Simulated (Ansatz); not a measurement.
A run on C$_{12}$H$_{14}$O$_{2}$, SMILES `CC(C)C(=O)/C=C(\O)c1ccccc1` with other settings.

```yaml
crystal:
  periodic: [false, false, false]
  atoms:
    - {symbol: C, position_ang: [-3.253296, 0.723542, 1.857801]}
    - {symbol: C, position_ang: [-3.117414, 0.602315, 0.282529]}
    - {symbol: C, position_ang: [-2.954846, 2.147075, -0.194074]}
    - {symbol: C, position_ang: [-2.033233, -0.152752, -0.574199]}
    - {symbol: O, position_ang: [-2.464596, -1.330803, -0.874188]}
    - {symbol: C, position_ang: [-0.462110, -0.138593, -0.126549]}
    - {symbol: C, position_ang: [0.207999, -0.933317, -0.724286]}
    - {symbol: O, position_ang: [-0.299046, -1.914340, -1.402892]}
    - {symbol: C, position_ang: [1.950879, -0.872541, -0.495810]}
    - {symbol: C, position_ang: [2.530342, -1.897884, -0.554544]}
    - {symbol: C, position_ang: [3.975303, -1.968365, -0.689481]}
    - {symbol: C, position_ang: [4.525104, -0.617877, -0.145384]}
    - {symbol: C, position_ang: [3.543992, 0.267600, 0.521889]}
    - {symbol: C, position_ang: [2.523018, 0.410692, 0.129483]}
    - {symbol: H, position_ang: [-3.595463, 1.178736, 2.151625]}
    - {symbol: H, position_ang: [-3.123644, -0.503271, 1.950657]}
    - {symbol: H, position_ang: [-2.270939, 1.072504, 2.067429]}
    - {symbol: H, position_ang: [-4.146782, 0.494954, -0.017443]}
    - {symbol: H, position_ang: [-3.532694, 2.877933, 0.484756]}
    - {symbol: H, position_ang: [-1.785522, 2.637356, 0.055550]}
    - {symbol: H, position_ang: [-2.921570, 2.036044, -1.002431]}
    - {symbol: H, position_ang: [-0.354916, 0.874509, 0.750681]}
    - {symbol: H, position_ang: [-1.330383, -2.093781, -1.389977]}
    - {symbol: H, position_ang: [1.647224, -2.833362, -1.483329]}
    - {symbol: H, position_ang: [4.313105, -2.473043, -0.774180]}
    - {symbol: H, position_ang: [5.304821, -0.848608, -0.009240]}
    - {symbol: H, position_ang: [4.141721, 1.210319, 0.728687]}
    - {symbol: H, position_ang: [1.349633, 1.110520, 0.113227]}
basis:
  gaussian: {orbitals: def2-TZVP}
hamiltonian: {xc: {name: PBE0-DH}}
accuracy: high
output: {forces: true}
```

```sh
$ ansatz run in.yaml --threads 11 --pin off --events-out ev --progress --plain --max-ram 174080MiB --backend cuda --devices 0, --max-vram 75GiB
```

Output, abridged:

```
Functional definition: PBE0-DH
9732 factors; integrals over basis functions are off by at most 1.9e-7 eV
mean field evaluation 1: about -16677.8416 eV, gradient 9.8e1 eV
mean field evaluation 2: about -16678.2574 eV, gradient 9.8e1 eV
mean field evaluation 4: about -16698.8137 eV, gradient 1.9e1 eV
mean field evaluation 8: about -16699.6391 eV, gradient 7.5e-1 eV
mean field evaluation 16: about -16699.6519 eV, gradient 2.6e-3 eV
mean field evaluation 32: about -16699.6519 eV, gradient 1.3e-7 eV
mean field -16699.65192149 eV, -613.7008886842 hartree, gradient 5.7e-8 eV, S^2 0.000000; 0 other end points of the search recorded, 0 dependent functions left out; unrestricted orbitals would lower it
14 core orbitals not correlated: weight in the atoms' cores, before any rotation towards them, 1.000 or more for the frozen orbitals, at most 0.000 for the correlated occupied ones
reference -16699.65192450 eV, -613.7008887946 hartree; 37, 37 occupied and 467, 467 virtual orbitals, 9732 factors
second order -82.17978850 eV of doubles, -0.00000000 eV of singles
Total energy: -16709.92439806 eV, -614.0783952351 hartree
Atom 0 at    -3.253296     0.723542     1.857801 Å, force    41.962124   -53.620740   -33.586116 eV/Å
Atom 1 at    -3.117414     0.602315     0.282529 Å, force    -0.307865     6.257043    -0.633845 eV/Å
Atom 2 at    -2.954846     2.147075    -0.194074 Å, force     3.268309     3.009579    23.731726 eV/Å
Atom 3 at    -2.033233    -0.152752    -0.574199 Å, force    -0.458563    -5.874356     6.170694 eV/Å
Atom 4 at    -2.464596    -1.330803    -0.874188 Å, force    -0.064081     3.537444    -1.082662 eV/Å
Atom 5 at    -0.462110    -0.138593    -0.126549 Å, force   -10.852229    12.858942     6.352268 eV/Å
Atom 6 at     0.207999    -0.933317    -0.724286 Å, force     9.375407    -7.021385    -3.889882 eV/Å
Atom 7 at    -0.299046    -1.914340    -1.402892 Å, force     1.680054    -1.716921    -1.676216 eV/Å
Atom 8 at     1.950879    -0.872541    -0.495810 Å, force   -10.594830    12.401940     2.074124 eV/Å
Atom 9 at     2.530342    -1.897884    -0.554544 Å, force     5.856572   -14.490821    -6.712499 eV/Å
Atom 10 at     3.975303    -1.968365    -0.689481 Å, force   -46.341038    73.116702    15.291363 eV/Å
Atom 11 at     4.525104    -0.617877    -0.145384 Å, force   -21.865299    -2.779332    -3.782607 eV/Å
Atom 12 at     3.543992     0.267600     0.521889 Å, force    28.628130     1.073477     5.934878 eV/Å
Atom 13 at     2.523018     0.410692     0.129483 Å, force   -31.304068     0.128296   -10.384032 eV/Å
Atom 14 at    -3.595463     1.178736     2.151625 Å, force   -39.449626    47.501925    30.668195 eV/Å
Atom 15 at    -3.123644    -0.503271     1.950657 Å, force    -1.378193     3.486415     1.711592 eV/Å
Atom 16 at    -2.270939     1.072504     2.067429 Å, force     1.279778    -0.161536     0.718701 eV/Å
Atom 17 at    -4.146782     0.494954    -0.017443 Å, force    -0.041466    -1.295035    -0.954257 eV/Å
Atom 18 at    -3.532694     2.877933     0.484756 Å, force     0.136613    -1.279528    -2.199361 eV/Å
Atom 19 at    -1.785522     2.637356     0.055550 Å, force    -3.003023    -1.838169    -0.499122 eV/Å
Atom 20 at    -2.921570     2.036044    -1.002431 Å, force    -0.547082    -0.866624   -21.762073 eV/Å
Atom 21 at    -0.354916     0.874509     0.750681 Å, force     0.309565    -3.668644    -3.304975 eV/Å
Atom 22 at    -1.330383    -2.093781    -1.389977 Å, force     1.468802     1.742915     0.923637 eV/Å
Atom 23 at     1.647224    -2.833362    -1.483329 Å, force     2.560777     1.948726     3.101813 eV/Å
Atom 24 at     4.313105    -2.473043    -0.774180 Å, force    45.474417   -67.149794   -12.142936 eV/Å
Atom 25 at     5.304821    -0.848608    -0.009240 Å, force    20.074374    -3.298524     3.975683 eV/Å
Atom 26 at     4.141721     1.210319     0.728687 Å, force    -0.643035    -0.881459     1.245421 eV/Å
Atom 27 at     1.349633     1.110520     0.113227 Å, force     4.775476    -1.120536     0.710489 eV/Å
Dipole moment:    -0.174488     0.512205     0.241956 e Å
```

Hardware: 11 threads of an AMD EPYC 7R13 on a shared host and a whole NVIDIA H100 80 GB. Wall time 20 s, peak host memory 12 GiB.
